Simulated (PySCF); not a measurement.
C4H11FSi, SMILES [C@@H]([SiH3])(F)CCC.

Coordinates come from a r2SCAN-D4/def2-SVP optimisation. The structure was generated by enumeration; whether it is a known compound was not checked. The values are those of a single conformer.

Two levels are set side by side: PBE/def2-TZVP (PySCF) and ωB97X/def2-TZVP (PySCF). Same geometry, gas phase. Differences are taken from unrounded values.

| quantity | PBE |
|---|---|
| orbital gap (eV) | 6.59 |
| highest occupied level (eV) | -6.81 |
| lowest empty level (eV) | -0.22 |
| dipole moment (D) | 1.55 |
| mean polarisability (bohr³) | 81.3 |

Task: These are the PBE values. What does ωB97X give? (Estimate from the structure and the level; the computed values follow.)

Result: 
```tsv
quantity	ωB97X	PBE minus ωB97X
orbital gap (eV)	13.15	-6.56
highest occupied level (eV)	-10.61	3.80
lowest empty level (eV)	2.54	-2.76
dipole moment (D)	1.66	-0.11
mean polarisability (bohr³)	77.0	4.3
```

Without exact exchange PBE keeps part of each electron's self-repulsion, which lifts occupied levels and narrows the gap. Loosely held outer electrons make PBE densities more polarisable. Differences between two approximate levels are no errors against the true value.

Rough cost on one machine, each run with all the roots and properties that it gave: ωB97X against PBE within a factor of 2.
